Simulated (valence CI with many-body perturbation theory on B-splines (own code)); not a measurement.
# Ce37+: M1 decay

Method: valence CI with perturbative core correlation (CI+MBPT): three valence electrons over a frozen Dirac-Fock core [Ar], a basis of 9 s, 9 p, 10 d, 8 f, 5 g, 3 h, 1 i functions for each j, with the one-electron correlation potential Σ1 (screened to all orders), the two-electron term Σ2, the three-electron term Σ3, Breit, model QED; selected single and double excitations, second order for the rest (own B-spline code, finite nucleus).

The last digits are not significant, and no measured levels were compared; by estimate large intervals hold to a few tenths of a per cent, small ones and those within an open d or f shell to about a per cent. Only levels of the ground parity were solved; by the run's estimate the other parity begins above the list, which can be wrong where configurations are misplaced.

Lines 1 to 50 of 66 in falling wavelength, among levels below 722210 cm⁻¹, chosen from the decays that carry over 1 % of a level's rate. Wavelengths and rates use the calculated energies. S is in atomic units (e²a₀⁴ for E2 and M2, e²a₀⁶ for E3), for M1 in squared Bohr magnetons. Weak lines are less certain than strong ones. Lines between different terms over intervals too small for the method are left out, as are lines whose strength nearly cancels. The highest levels of a list are the least certain.

Levels are named by their leading jj configuration (3d3/2^4 stands for four electrons in 3d with j = 3/2), which in mixed levels can hold well under half, so a name can repeat and another be missing. Letters in brackets count levels of one name in rising energy.

```
λ vac (nm)                      Upper                      Lower  Type   A (s⁻¹)  S (a.u.)
     943.8      (3d3/2^2 3d5/2) J=9/2      (3d3/2^2 3d5/2) J=7/2    M1  1.16e+01  3.63e+00
     366.0      (3d3/2^2 3d5/2) J=1/2      (3d3/2^2 3d5/2) J=3/2    M1  4.77e+02  1.73e+00
     225.4      (3d3/2^2 3d5/2) J=3/2  (3d3/2^2 3d5/2) J=5/2 [a]    M1  9.03e+02  1.53e+00
     191.6      (3d3/2^2 3d5/2) J=7/2  (3d3/2^2 3d5/2) J=5/2 [a]    M1  2.86e+03  5.98e+00
     167.2     (3d3/2 3d5/2^2) J=11/2      (3d3/2 3d5/2^2) J=9/2    M1  1.20e+03  2.50e+00
     144.0  (3d3/2 3d5/2^2) J=5/2 [b]  (3d3/2 3d5/2^2) J=3/2 [a]    M1  2.06e+03  1.37e+00
     104.1  (3d3/2 3d5/2^2) J=5/2 [a]  (3d3/2 3d5/2^2) J=7/2 [a]    M1  2.74e+03  6.87e-01
     96.31            (3d5/2^3) J=3/2  (3d3/2 3d5/2^2) J=3/2 [b]    M1  4.32e+03  5.72e-01
     86.93  (3d3/2 3d5/2^2) J=5/2 [a]  (3d3/2^2 3d5/2) J=5/2 [b]    M1  5.00e+03  7.31e-01
     80.02  (3d3/2^2 3d5/2) J=5/2 [b]      (3d3/2^2 3d5/2) J=7/2    M1  1.99e+03  2.27e-01
     77.13            (3d5/2^3) J=9/2     (3d3/2 3d5/2^2) J=11/2    M1  6.00e+03  1.02e+00
     75.31  (3d3/2^2 3d5/2) J=5/2 [b]      (3d3/2^2 3d5/2) J=3/2    M1  1.56e+04  1.48e+00
     72.88  (3d3/2 3d5/2^2) J=7/2 [b]  (3d3/2 3d5/2^2) J=7/2 [a]    M1  5.10e+03  5.86e-01
     72.70  (3d3/2^2 3d5/2) J=5/2 [a]            (3d3/2^3) J=3/2    M1  7.47e+04  6.38e+00
     72.03  (3d3/2 3d5/2^2) J=5/2 [b]  (3d3/2^2 3d5/2) J=5/2 [b]    M1  3.33e+04  2.77e+00
     69.46  (3d3/2 3d5/2^2) J=7/2 [a]      (3d3/2^2 3d5/2) J=7/2    M1  3.19e+04  3.17e+00
     68.18  (3d3/2 3d5/2^2) J=3/2 [b]      (3d3/2 3d5/2^2) J=1/2    M1  1.89e+04  8.88e-01
     67.58            (3d5/2^3) J=5/2  (3d3/2 3d5/2^2) J=3/2 [b]    M1  7.81e+03  5.36e-01
     65.38      (3d3/2 3d5/2^2) J=9/2      (3d3/2^2 3d5/2) J=9/2    M1  5.77e+04  5.98e+00
     64.02  (3d3/2 3d5/2^2) J=7/2 [b]  (3d3/2^2 3d5/2) J=5/2 [b]    M1  3.89e+03  3.03e-01
     61.59  (3d3/2 3d5/2^2) J=3/2 [b]  (3d3/2 3d5/2^2) J=3/2 [a]    M1  3.15e+04  1.09e+00
     61.15      (3d3/2 3d5/2^2) J=9/2      (3d3/2^2 3d5/2) J=7/2    M1  3.77e+04  3.20e+00
     57.19  (3d3/2 3d5/2^2) J=3/2 [a]      (3d3/2^2 3d5/2) J=1/2    M1  2.31e+04  6.41e-01
     56.45  (3d3/2^2 3d5/2) J=5/2 [b]  (3d3/2^2 3d5/2) J=5/2 [a]    M1  3.49e+03  1.40e-01
     54.97      (3d3/2^2 3d5/2) J=3/2            (3d3/2^3) J=3/2    M1  6.91e+04  1.70e+00
     52.78            (3d5/2^3) J=9/2      (3d3/2 3d5/2^2) J=9/2    M1  9.08e+04  4.95e+00
     52.48      (3d3/2 3d5/2^2) J=1/2      (3d3/2^2 3d5/2) J=1/2    M1  1.31e+05  1.41e+00
     50.98  (3d3/2 3d5/2^2) J=7/2 [a]  (3d3/2^2 3d5/2) J=5/2 [a]    M1  1.34e+05  5.27e+00
     49.46  (3d3/2 3d5/2^2) J=3/2 [a]      (3d3/2^2 3d5/2) J=3/2    M1  1.36e+05  2.44e+00
     47.84            (3d5/2^3) J=9/2  (3d3/2 3d5/2^2) J=7/2 [a]    M1  1.20e+05  4.88e+00
     47.79      (3d3/2^2 3d5/2) J=1/2            (3d3/2^3) J=3/2    M1  2.48e+04  2.01e-01
     47.00     (3d3/2 3d5/2^2) J=11/2      (3d3/2^2 3d5/2) J=9/2    M1  4.20e+04  1.94e+00
     45.90      (3d3/2 3d5/2^2) J=1/2      (3d3/2^2 3d5/2) J=3/2    M1  6.03e+03  4.32e-02
     45.34            (3d5/2^3) J=3/2  (3d3/2 3d5/2^2) J=5/2 [a]    M1  9.79e+04  1.35e+00
     44.74            (3d5/2^3) J=5/2  (3d3/2 3d5/2^2) J=7/2 [b]    M1  3.84e+04  7.65e-01
     43.15  (3d3/2 3d5/2^2) J=3/2 [b]  (3d3/2^2 3d5/2) J=5/2 [b]    M1  8.05e+04  9.59e-01
     41.67  (3d3/2 3d5/2^2) J=5/2 [a]      (3d3/2^2 3d5/2) J=7/2    M1  1.71e+04  2.75e-01
     41.51            (3d5/2^3) J=5/2  (3d3/2 3d5/2^2) J=5/2 [b]    M1  9.30e+04  1.48e+00
     40.56  (3d3/2 3d5/2^2) J=3/2 [a]  (3d3/2^2 3d5/2) J=5/2 [a]    M1  7.34e+04  7.27e-01
     40.35  (3d3/2 3d5/2^2) J=5/2 [a]      (3d3/2^2 3d5/2) J=3/2    M1  5.71e+04  8.35e-01
     39.92            (3d5/2^3) J=3/2      (3d3/2 3d5/2^2) J=1/2    M1  3.85e+04  3.63e-01
     37.91  (3d3/2 3d5/2^2) J=5/2 [b]      (3d3/2^2 3d5/2) J=7/2    M1  3.51e+04  4.25e-01
     37.78            (3d5/2^3) J=5/2  (3d3/2 3d5/2^2) J=5/2 [a]    M1  3.95e+04  4.73e-01
     37.57            (3d5/2^3) J=3/2  (3d3/2 3d5/2^2) J=3/2 [a]    M1  6.58e+04  5.17e-01
     36.96  (3d3/2 3d5/2^2) J=7/2 [b]      (3d3/2^2 3d5/2) J=9/2    M1  2.67e+04  4.00e-01
     36.82  (3d3/2 3d5/2^2) J=5/2 [b]      (3d3/2^2 3d5/2) J=3/2    M1  5.02e+03  5.57e-02
     35.56  (3d3/2 3d5/2^2) J=7/2 [b]      (3d3/2^2 3d5/2) J=7/2    M1  2.03e+04  2.71e-01
     34.22  (3d3/2 3d5/2^2) J=5/2 [a]  (3d3/2^2 3d5/2) J=5/2 [a]    M1  1.20e+04  1.07e-01
     32.22            (3d5/2^3) J=5/2  (3d3/2 3d5/2^2) J=3/2 [a]    M1  1.06e+05  7.86e-01
     31.78  (3d3/2^2 3d5/2) J=5/2 [b]            (3d3/2^3) J=3/2    M1  8.10e+03  5.78e-02
```
